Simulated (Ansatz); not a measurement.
`[CH3][GaH][O][SiH2]O`. Charge 0, multiplicity 1. The geometry is a stationary point of PBE0-D4/def2-TZVP. It is one conformer, not always the lowest.

```xyz
12

C    -0.439   -0.520    2.063
Ga   -0.226    0.801    0.637
O     1.398    0.678   -0.290
Si    0.982    0.014   -1.686
O    -0.649   -0.321   -1.323
H    -0.001   -1.473    1.763
H     0.074   -0.180    2.967
H    -1.490   -0.673    2.311
H    -0.988    2.148    0.394
H     0.997    0.904   -2.879
H     1.679   -1.257   -1.999
H    -1.337   -0.120   -1.961
```

Q: What is the dipole moment at r2SCAN/def2-TZVPP? (Best estimate.)

A: Computed: 2.33 D, with components (-1.94, -0.60, -1.15) D in this frame, pointing from negative to positive charge.

Q: And with PBE, B3LYP, ωB97M-V? (An estimate is asked.)

A: Computed: PBE 2.28 D, B3LYP 2.35 D, ωB97M-V 2.36 D.

Q: Give the Mulliken charges with r2SCAN, PBE, B3LYP in def2-TZVPP. (Estimate.)

A: Ansatz gave: 
| atom | r2SCAN | PBE | B3LYP |
| --- | --- | --- | --- |
| C1 | -0.30 | -0.36 | -0.37 |
| Ga2 | 0.45 | 0.35 | 0.44 |
| O3 | -0.52 | -0.42 | -0.50 |
| Si4 | 0.63 | 0.52 | 0.61 |
| O5 | -0.42 | -0.34 | -0.40 |
| H6 | 0.07 | 0.10 | 0.10 |
| H7 | 0.07 | 0.09 | 0.09 |
| H8 | 0.07 | 0.09 | 0.09 |
| H9 | -0.08 | -0.05 | -0.07 |
| H10 | -0.10 | -0.09 | -0.09 |
| H11 | -0.10 | -0.08 | -0.09 |
| H12 | 0.21 | 0.20 | 0.20 |

B3LYP here is the variant with VWN-RPA as its local correlation; programs differ in this.
